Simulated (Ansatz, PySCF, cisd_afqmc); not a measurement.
System: CF2, charge 0, singlet. CF2 (SMILES F[C]F).
B3LYP-D3(BJ)/def2-TZVP minimum from Ansatz (a program for electronic structure):
```xyz
3

F     -1.0201    -0.2528     0.0305
C     -0.0313     0.5961     0.0011
F      1.0410    -0.1446    -0.0312
```
Charge 0, spin multiplicity 1.

Atomisation energy term by term, kcal/mol (programs: Ansatz, cisd_afqmc). Radicals and triplets start from unrestricted determinants; spin-orbit coupling is neglected. Cores are frozen in correlated methods. Rows without X2C or -DK are non-relativistic. The Monte Carlo rows (phaseless AFQMC, CISD trial, step 0.005/hartree) carry one-sigma bars that omit the constraint's bias. Outlying blocks are dropped, and bars are widened where a walk drifts. Over all cases where full CI ran beside it in this data, AFQMC minus full CI had a median of +0.1 mEh and passed +0.4 mEh in a tenth of the cases. CBS(X,Y): correlation extrapolated as X^-3, Hartree-Fock from the larger set (Q,5: extrapolated as (X+1)exp(-9√X)). A bracket is a step between two methods taken in the basis named. '+ core + X2C': CCSD(T) terms for core correlation (cc-pwCVTZ) and scalar relativity (cc-pVTZ-DK). The restricted determinant of CF2 (F[C]F, singlet) is unstable towards broken spin symmetry in at least one set run.

```json
[
 {"term": "Hartree-Fock", "basis": "CBS(cc-pVQZ,cc-pV5Z)", "kcal/mol": "158.72"},
 {"term": "CCSD correlation", "basis": "CBS(cc-pVQZ,cc-pV5Z)", "kcal/mol": "90.02"},
 {"term": "(T)", "basis": "CBS(cc-pVQZ,cc-pV5Z)", "kcal/mol": "9.40"},
 {"term": "CCSDT(Q) - CCSD(T)", "basis": "cc-pVTZ", "kcal/mol": "0.32"},
 {"term": "CCSDTQ - CCSDT(Q)", "basis": "cc-pVDZ", "kcal/mol": "-0.09"},
 {"term": "core correlation", "basis": "cc-pwCVTZ", "kcal/mol": "0.55"},
 {"term": "scalar relativity", "basis": "X2C, cc-pVTZ-DK", "kcal/mol": "-0.31"},
 {"term": "minus zero-point energy", "basis": "Hessian by PySCF at B3LYP-D3(BJ)/def2-TZVP", "kcal/mol": "-4.30"},
 {"term": "sum: D0", "basis": "", "kcal/mol": "254.3"}
]
```

The step beyond CCSD(T) by other levels: CCSDTQ in cc-pVDZ 0.69; AFQMC/CISD in cc-pVDZ 0.56 ± 0.27; CCSDT(Q) in cc-pVDZ 0.78 kcal/mol.
